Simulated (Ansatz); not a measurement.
A nudged elastic band was laid between two geometries of C₂H₆NSb (10 atoms, charge 0, multiplicity 1).

The calculation used RKS PBE0/def2-SVP (Ansatz 0.2.0).

```yaml
movable_images: 5
climbing_image: yes
spring: 5.0 eV/Å²
optimiser: quadratic models (default)
start_path: through a guess of the saddle point
force_threshold: 0.05 eV/Å
iteration_limit: 60
end_points: relaxed
```

First end point:

```xyz
10
Properties=species:S:1:pos:R:3
C -0.671 0.030 -1.159
C 0.070 -0.253 -0.075
N 0.231 -1.517 0.466
Sb 1.083 1.293 1.073
H -1.150 -0.771 -1.737
H -0.844 1.055 -1.486
H 1.131 -1.723 0.883
H -0.108 -2.284 -0.107
H 0.588 2.549 0.020
H -0.245 1.570 2.125
```

Last end point:

```xyz
10
Properties=species:S:1:pos:R:3
C -0.939 -0.079 -1.334
C -0.176 -0.076 -0.223
N 0.286 -1.197 0.427
Sb 0.260 1.851 0.661
H -1.209 -1.014 -1.840
H -1.327 0.849 -1.758
H 1.121 -1.101 0.988
H 0.236 -2.074 -0.082
H 1.922 1.462 0.902
H -0.090 1.326 2.262
```

(1) Which bonds break or form, and what moves?

(2) Give the energies along the band, and the barrier.

(3) What is the geometry of the highest image?

Results:

(1) No bond is made or broken. The height of Sb4 over the plane of its neighbours goes from 1.00 to -1.02 Å.

(2) It converged. The highest image is number 3 of 0 to 6, 187.2 kJ/mol above the first end and 196.5 kJ/mol above the last; the last end lies 9.3 kJ/mol below the first. Neighbouring images differ by up to 1.8 eV, so the band resolves the path poorly. A vibrational analysis at the climbing image gives one clearly imaginary mode, 911i cm⁻¹: a first-order saddle point.

| image | path coordinate (Å) | energy (kJ/mol) | height of Sb4 over the plane of its neighbours (Å) |
| --- | --- | --- | --- |
| 0 | 0.00 | 0.0 | 1.00 |
| 1 | 0.53 | 9.8 | 0.89 |
| 2 | 1.06 | 67.5 | 0.57 |
| 3 | 1.58 | 187.2 | -0.02 |
| 4 | 2.45 | 9.8 | -0.87 |
| 5 | 3.32 | -6.6 | -1.01 |
| 6 | 4.18 | -9.3 | -1.02 |

(3) 
```xyz
10
Properties=species:S:1:pos:R:3:forces:R:3
C -0.782 -0.085 -1.314 0.00 0.01 0.00
C -0.131 -0.253 -0.151 0.00 0.00 -0.01
N 0.154 -1.452 0.465 0.01 0.00 0.01
Sb 0.499 1.428 0.969 0.00 0.00 0.00
H -0.962 -0.947 -1.966 0.00 0.00 0.00
H -1.159 0.886 -1.633 0.00 0.00 0.00
H 1.095 -1.551 0.832 0.00 0.00 0.00
H -0.188 -2.277 -0.019 0.00 0.00 -0.01
H 1.202 2.716 0.198 0.00 0.00 0.00
H 0.355 1.484 2.622 0.00 0.00 0.00
```

The run took 5.8 min on 2 threads of Arm Neoverse V1, on a shared host, peak memory 0.22 GiB.
